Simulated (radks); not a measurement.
Ionisation ladder of caesium, from Cs XVIII to Cs XXI. Each ion is in the ground configuration listed by NIST, and IE = E(next ion) - E(this ion). All-electron calculation, scalar-relativistic Kohn-Sham, SCAN, spin-polarised, spherical densities, finite nucleus; open shells are filled with parallel spins first (spin-orbit coupling, left out, can overturn this in heavy ions); meta-GGA in the generalised Kohn-Sham scheme; Fermi nuclear charge, rms radius 4.8041 fm. Program: a radial shooting solver on a logarithmic mesh with Libxc functionals.

species       configuration  E (hartree)  IE, Delta-SCF (eV)  -e(HOMO) (eV)     HOMO  IE, NIST (eV)    kind  error (eV)
Cs XVIII           [Kr] 4d2   -7677.0386              444.69         429.59    4d up            445  theory        -0.3
Cs XIX             [Kr] 4d1   -7660.6965              475.31         460.07    4d up            476  theory        -0.7
Cs XX                  [Kr]   -7643.2292              604.84         589.08       4p            597  theory        +7.8
Cs XXI    [Ar] 3d10 4s2 4p5   -7621.0017              636.70         621.06  4p down            629  theory        +7.7

Reference values: NIST Atomic Spectra Database (exp. = measured, semi-emp. = semi-empirical, theory = theoretical value adopted there). The ionisation energy per charge of the ion left behind rises most, in proportion, at Cs XX ([Kr]), from 25.016 to 30.242 eV. Open shells are spherical and high-spin; term and fine-structure splittings are not resolved. Spin-orbit splitting is averaged out at the scalar-relativistic level.
